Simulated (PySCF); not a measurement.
**Hg: ionisation energy**

Hg [Xe] 4f14 5d10 6s2 → Hg⁺ [Xe] 4f14 5d10 6s1 [6s1/2^1, M_J = 1/2], as a difference of total energies. Computed with PySCF 2.14 in x2c-QZVPPall-2c (16s16p12d7f2g, 191 functions), with the two-component X2C-1e Hamiltonian. Correlated levels: [Kr] 4d10 4f14 frozen; the 58 highest virtual spinors dropped. "Screened" scales the spin-orbit matrix elements by Boettger's factors to mimic the two-electron term; Breit and QED terms are absent.

| method | ionisation energy (eV) |
| --- | --- |
| GHF (spin-free) | 8.489 |
| GMP2 (spin-free) | 10.526 |
| GHF (screened spin-orbit) | 8.512 |
| GMP2 (screened spin-orbit) | 10.559 |

**Question.** Which method comes closest to the reference value, and which is furthest?

**Answer.** The reference is 10.438 eV (measured; NIST Atomic Spectra Database, ionization energies). Closest: GMP2 (spin-free) (error 0.088 eV); furthest: GHF (spin-free) (error -1.949 eV).
